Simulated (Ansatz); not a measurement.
Total energies of AlSi₃⁺ (the lowest singlet isomer of a short search) from Ansatz at r2SCAN-D4/def2-TZVP, gas phase (1 Eh = 27.2114 eV = 2625.5 kJ/mol). The reference geometry is relaxed at PBE0-D4/def2-TZVP.

```xyz
4

Al    0.413    0.590   -1.748
Si    0.626   -1.274   -0.216
Si   -0.386   -0.552    1.633
Si   -0.653    1.236    0.330
```

```
           state                      geometry  energy (Eh)
charge 1 singlet                     reference  -1110.49601
charge 0 doublet                     reference  -1110.74815
charge 1 triplet  relaxed at PBE0-D4/def2-TZVP  -1110.47558
charge 1 quintet  relaxed at PBE0-D4/def2-TZVP  -1110.43237
```

**Question.** Work out the vertical electron affinity, to the doublet.

**Answer.** E(charge 1 singlet) − E(charge 0 doublet) = -1110.49601 − (-1110.74815) = 0.25214 Eh = 6.86 eV.

**Question.** Which of the charge 1 states is lowest, and how far above it are the others?

**Answer.** The singlet. triplet: -1110.47558 − (-1110.49601) = 0.02043 Eh = 53.6 kJ/mol; quintet: -1110.43237 − (-1110.49601) = 0.06364 Eh = 167.1 kJ/mol. The triplet differs in its bonds from the reference. The quintet differs in its bonds from the reference.

The structure comes from a short search, and lower isomers may exist.
